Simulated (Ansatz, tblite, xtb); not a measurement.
Breaking a bond: W(Cl)5, Cl₅W, SMILES [Cl][W]([Cl])([Cl])([Cl])[Cl], doublet. The W1–Cl6 bond (W1 also carries Cl, Cl, Cl, Cl; Cl6 carries nothing else) is varied alone, starting from the PBE0/def2-TZVP, def2 effective core potentials past Kr optimised geometry.

- UKS-PBE0 = unrestricted PBE0/def2-TZVP, def2 effective core potentials past Kr in Ansatz (a program for electronic structure)
- GFN1-xTB (xtb)
- UKS-B3LYP = unrestricted B3LYP/def2-TZVP, def2 effective core potentials past Kr in Ansatz
- GFN2-xTB, 300 K electronic temperature (tblite)
- UKS-PBE = unrestricted PBE/def2-TZVP, def2 effective core potentials past Kr (Ansatz)

Energies are in eV, each relative to the lowest point of its own curve near equilibrium.

| R / Å | UKS-PBE0 | GFN1-xTB | UKS-B3LYP | GFN2-xTB | UKS-PBE |
|---|---|---|---|---|---|
| 1.86 | 2.407 | 2.919 | 2.638 | 1.550 | 2.553 |
| 1.98 | 0.926 | 0.904 | 1.078 | 0.526 | 1.028 |
| 2.12 | 0.162 | 0.124 | 0.230 | 0.077 | 0.207 |
| 2.18 | … | … | 0.074 | 0.014 | 0.061 |
| 2.24 | 0.000 | 0.000 | … | 0.000 | 0.000 |
| 2.29 | 0.020 | 0.007 | 0.000 | 0.018 | 0.001 |
| 2.41 | … | 0.134 | 0.132 | 0.138 | 0.141 |
| 2.56 | 0.605 | 0.444 | 0.472 | 0.389 | 0.484 |
| 2.69 | 1.020 | 0.781 | 0.842 | 0.658 | 0.850 |
| 2.93 | 1.809 | 1.460 | 1.566 | … | 1.556 |
| 3.28 | 2.766 | 2.390 | 2.484 | … | 2.452 |
| 3.71 | 3.382 | 3.218 | 3.130 | 2.711 | 3.137 |
| 4.15 | 3.645 | 3.762 | 3.419 | 3.163 | 3.436 |
| 4.75 | 3.739 | 4.134 | 3.532 | 3.415 | 3.613 |
| 5.46 | 3.768 | 4.304 | 3.580 | 3.503 | 3.703 |
| 6.50 | 3.781 | 4.393 | 3.610 | 3.544 | 3.763 |

### Question
What belongs in the gaps?

### Answer

- 2.18, UKS-PBE0: 0.038
- 2.18, GFN1-xTB: 0.031
- 2.24, UKS-B3LYP: 0.005
- 2.41, UKS-PBE0: 0.206
- 2.93, GFN2-xTB: 1.209
- 3.28, GFN2-xTB: 1.973

The unrestricted determinant behind UKS-PBE0 is spin-contaminated at 3.28 to 6.50 Å (<S²> up to 1.8, against 0.75 for a pure doublet). The unrestricted determinant behind UKS-B3LYP is spin-contaminated at 3.28 to 6.50 Å (<S²> up to 1.7, against 0.75 for a pure doublet). The unrestricted determinant behind UKS-PBE is spin-contaminated at 3.71 to 6.50 Å (<S²> up to 1.5, against 0.75 for a pure doublet).
